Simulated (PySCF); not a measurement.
**Gd²³⁺: ionisation energy**

Gd²³⁺ [Kr] 4d5 [4d3/2^4 4d5/2^1, M_J = 5/2] → Gd²⁴⁺ [Kr] 4d4 [4d3/2^4, M_J = 0], as a difference of total energies. All numbers are calculated (PySCF 2.14, the two-component X2C-1e Hamiltonian, in an uncontracted even-tempered set (17 s from 1.7 bohr⁻², ratio 2.8; 14 p from 2.2 bohr⁻², ratio 2.8; 9 d from 2.2 bohr⁻², ratio 2.8; 4 f from 9.3 bohr⁻², ratio 3)). Correlated levels: [Ar] 3d10 frozen; the 92 highest virtual spinors dropped. "Screened" scales the spin-orbit matrix elements by Boettger's factors to mimic the two-electron term; Breit and QED terms are absent.

| method | ionisation energy (eV) |
| --- | --- |
| GHF (screened spin-orbit) | 761.85 |
| GMP2 (screened spin-orbit) | 761.37 |

Q: How much does correlation contribute at GMP2 (screened spin-orbit)?

A: 761.37 − (761.85) = -0.48 eV, measured against GHF (screened spin-orbit).

Breit and QED terms and the two-electron picture change are absent.

The labels give the starting determinants; with spin-orbit coupling the two ends relaxed to ⟨J²⟩ = 8.77, ⟨L²⟩ = 1.41, ⟨S²⟩ = 6.42 and ⟨J²⟩ = 0.00, ⟨L²⟩ = 2.44, ⟨S²⟩ = 2.44.

For comparison: 761 ± 4 eV (theoretical estimate listed by NIST; NIST Atomic Spectra Database, ionization energies).
